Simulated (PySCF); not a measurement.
C₅H₁₅O₂Si (SMILES CCO[SiH](C)[OH+]CC), charge +1, singlet, at a GFN2-xTB geometry. Base run: B3LYP/STO-3G in PySCF.

Here is a job for PySCF.
```python
from pyscf import gto, scf, dft

mol = gto.Mole()
mol.atom = '''
    C     2.94369932    1.91177469    0.71550495
    C     2.64124402    0.60970739   -0.00095751
    O     1.23034019    0.45642314   -0.11564129
    Si    0.26214938   -0.71284220   -0.59849238
    C     0.14484599   -2.26186060    0.46752199
    O    -1.19706517    0.23157620   -0.16869727
    C    -2.57050323   -0.06891096   -0.48509897
    C    -3.48893689    0.46102128    0.59570044
    H     4.01886965    2.03260516    0.80233655
    H     2.54227533    2.75459528    0.15936291
    H     2.51145476    1.90704963    1.71253350
    H     3.06763268    0.60847316   -1.00682324
    H     3.04307334   -0.24286950    0.55099586
    H     0.16235563   -0.85531801   -2.04114479
    H    -0.73270441   -2.86366227    0.24628526
    H     0.11483817   -2.01364593    1.52946283
    H     1.00638691   -2.90789398    0.31757368
    H    -1.07031623    1.16675901    0.05768486
    H    -2.81443888    0.36276476   -1.45966455
    H    -2.62611340   -1.15430626   -0.55532193
    H    -4.51458084    0.19196662    0.36207418
    H    -3.43148187    1.54550862    0.65987693
    H    -3.23563725    0.03337901    1.56234442
'''
mol.basis = 'sto-3g'
mol.charge = 1
mol.verbose = 4
mol.build()

mf = dft.RKS(mol)
mf.xc = 'b3lyp'
mf.kernel()
mf.analyze()
```

The base run was repeated with changes; each row names its change, and settings that it needs were set with it.

| change | ΔE vs base (µEh) | grid points | electrons on the grid |
|---|---|---|---|
| base | 0.0 | 265056 | 74.00001 |
| grids.becke_scheme = stratmann | 5.9 | 265056 | 74.00000 |
| grids.atom_grid = (75, 302) | 7.1 | 335192 | 73.99997 |
| small_rho_cutoff = 0 | 0.0 | 265056 | 74.00001 |
| grids.radi_method = delley | 0.0 | 286128 | 74.00001 |
| grids.prune = dft.gen_grid.sg1_prune | 0.7 | 115496 | 74.00011 |
| grids.level = 2 | 6.1 | 170968 | 73.99998 |
| grids.atom_grid = (150, 974) | 3.0 | 1868344 | 74.00000 |
| grids.atom_grid = (30, 110) | 1062 | 56680 | 73.99862 |
| grids.prune = dft.gen_grid.treutler_prune | 3.2 | 228768 | 74.00000 |
| grids.atom_grid = (50, 194) | -24.9 | 151944 | 74.00025 |
